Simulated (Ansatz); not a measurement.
Total energies of Cl3H4InOSi (`[SiH3][OH+][In-]([Cl])([Cl])[Cl]`).

Cartesian coordinates in Å:
```
Si -0.650 -0.946 -1.251
O -0.478 0.440 -0.290
In 1.004 0.822 1.394
Cl 1.113 -1.382 2.111
Cl -0.505 2.270 2.410
Cl 2.824 1.688 0.269
H -1.274 -0.520 -2.524
H -1.507 -1.928 -0.553
H 0.730 -1.431 -1.436
H -1.256 0.987 -0.130
```

Charge 0, multiplicity 1. Correlated methods include outer-core shells of In, which these sets cover unevenly. In: def2 effective core potential. All single points use the PBE0-D4/def2-TZVP geometry. It is one conformer, not always the lowest. Basis def2-TZVPP, the Gaussian-basis code of Ansatz.

RPA on PBE orbitals: Hartree–Fock energy of these orbitals -1934.06559 Eh, correlation -1.93732 Eh (frozen core).

```csv
functional,kind,energy without D4 (Eh),D4 term (kJ/mol)
PBE0,"global hybrid, 25 % exact exchange",-1937.49673,-28.8
B2PLYP,double hybrid,-1937.38718,–
```

Task: Give the same for LDA (SPW92), PBE, revPBE, BLYP, r2SCAN, B97M-V, B3LYP, r2SCANh, r2SCAN0, HSE06 (plane-wave form), BHLYP, CAM-B3LYP, LC-ωPBE, ωB97X-V, ωB97M-V, PBE-QIDH. (Best estimate.)

Result: Ansatz gave: 
```
             functional                                       kind  energy without D4 (Eh)  D4 term (kJ/mol)
            LDA (SPW92)                                        LDA             -1931.64998                 –
                    PBE                                        GGA             -1937.34990             -32.7
                 revPBE                                        GGA             -1937.85181             -73.8
                   BLYP                                        GGA             -1938.07402             -66.7
                 r2SCAN                                   meta-GGA             -1938.07745              -8.4
                 B97M-V                         meta-GGA with VV10             -1937.70964                 –
                  B3LYP                        global hybrid, 20 %             -1938.28974             -52.8
                r2SCANh                      meta-GGA hybrid, 10 %             -1938.05416              -9.3
                r2SCAN0                      meta-GGA hybrid, 25 %             -1938.02103             -10.3
HSE06 (plane-wave form)                            screened hybrid             -1937.46211             -27.6
                  BHLYP                        global hybrid, 50 %             -1938.04774             -48.6
              CAM-B3LYP                     range-separated hybrid             -1938.16219             -30.5
                LC-ωPBE                long-range corrected hybrid             -1937.67923                 –
                ωB97X-V       range-separated hybrid GGA with VV10             -1937.86616                 –
                ωB97M-V  range-separated hybrid meta-GGA with VV10             -1937.99448                 –
               PBE-QIDH                              double hybrid             -1936.95853                 –
```

B3LYP takes the VWN-RPA correlation (the form of Gaussian; ORCA's B3LYP/G). HSE06 is the plane-wave form, built on full-range PBE exchange. The double hybrids freeze the cores in their second-order part.

LC-ωPBE has ω = 0.4 bohr⁻¹.
